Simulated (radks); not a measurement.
Results of a calculation; reference values are marked as such.
These are the eigenvalues of the occupied orbitals of an atom or ion with whole-number occupations (Ry). Level of theory: scalar-relativistic Kohn-Sham, PBE, spin-unpolarised, spherical densities, point nucleus (a radial shooting solver on a logarithmic mesh with Libxc functionals).

1s: -0.47720

Which element is it, and in what charge state? The configuration may be excited.

Answer. Z = 1, hydrogen, charge 0: H in 1s1. The 1s level, -0.2386 hartree, gives Z - s = 0.7 by -(Z - s)^2/2, which with screening and relativity narrows Z to a few neighbours, and the depths must fix Z and the occupations together.
